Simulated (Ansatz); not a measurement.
C2H8OSSi can be A, `COCS[SiH3]`, or B, `[SiH3]COCS`.

Calculated with Ansatz (gas phase, PBE0-D4/def2-TZVP geometries, no zero-point term in ΔE). CCSD(T)/CBS is the MP2 limit (def2-TZVPP, def2-QZVPP) plus CCSD(T) − MP2 in def2-TZVPP, frozen cores. DFT in def2-TZVPP. One conformer a species, not always the lowest.

(1) Which is lower in electronic energy at CCSD(T)/CBS, and by how much? (An estimate is asked.)

(2) Give E(B) − E(A) in kcal/mol with HF/def2-TZVPP, ωB97M-V, PBE-D4, MP2/def2-TZVPP, B2PLYP, CCSD/def2-TZVPP, r2SCAN-D4. (Best estimate.)

Largest T1 diagnostic: 0.012.

## Answers

(1) The calculation gave: A, by 17.4 kcal/mol.

(2) Ansatz gave: HF/def2-TZVPP 17.1, ωB97M-V 17.0, PBE-D4 17.4, MP2/def2-TZVPP 18.1, B2PLYP 16.9, CCSD/def2-TZVPP 16.6, r2SCAN-D4 18.0. None reverses the order clearly.

The D4 term adds +1.1 kcal/mol with B3LYP and +0.6 kcal/mol with PBE0; it sums over pairs of atoms, weighted by their polarisabilities, and B3LYP, whose exchange is more repulsive, gets the larger term.

B3LYP here is the variant with VWN-RPA as its local correlation; programs differ in this.
